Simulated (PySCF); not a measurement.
PySCF 2.14 output of an unrestricted r2SCAN calculation on a single atom or ion in ANO-RCC-VTZP, with the spin-free X2C one-electron Hamiltonian (Gaussian nucleus):

```
SCF conv_tol = 1e-09
number electrons alpha = 39  beta = 36
    J. W. Furness, A. D. Kaplan, J. Ning, J. P. Perdew, and J. Sun.,  J. Phys. Chem. Lett. 11, 8208-8215 (2020)
    J. W. Furness, A. D. Kaplan, J. Ning, J. P. Perdew, and J. Sun.,  J. Phys. Chem. Lett. 11, 9248-9248 (2020)
    J. W. Furness, A. D. Kaplan, J. Ning, J. P. Perdew, and J. Sun.,  J. Phys. Chem. Lett. 11, 8208-8215 (2020)
    J. W. Furness, A. D. Kaplan, J. Ning, J. P. Perdew, and J. Sun.,  J. Phys. Chem. Lett. 11, 9248-9248 (2020)
cycle= 1 E= -17828.0038597739  delta_E= -0.0158  |g|= 0.246  |ddm|= 0.111
cycle= 2 E= -17828.0024689315  delta_E= 0.00139  |g|= 0.258  |ddm|= 0.0727
cycle= 3 E= -17828.008687488  delta_E= -0.00622  |g|= 0.0163  |ddm|= 0.0485
cycle= 4 E= -17828.0087410631  delta_E= -5.36e-05  |g|= 0.000429  |ddm|= 0.00672
cycle= 5 E= -17828.0087411248  delta_E= -6.17e-08  |g|= 2.67e-05  |ddm|= 0.00027
cycle= 6 E= -17828.0087411251  delta_E= -2.73e-10  |g|= 1.8e-06  |ddm|= 2.39e-05
converged SCF energy = -17828.0087411251  <S^2> = 3.7525965  2S+1 = 4.001298
```

The run itself started from symmetry-adapted Hartree-Fock orbitals and held the occupation by maximum overlap, on a logarithmic radial grid, so the iterations belong to that start.

Q: Which element, charge and spin multiplicity is this?

A: Ir²⁺ (iridium, charge +2), multiplicity 4; the state was [Xe] 4f14 5d7, high-spin 4F determinant.

Spin-orbit coupling, absent here, splits the open shell strongly.
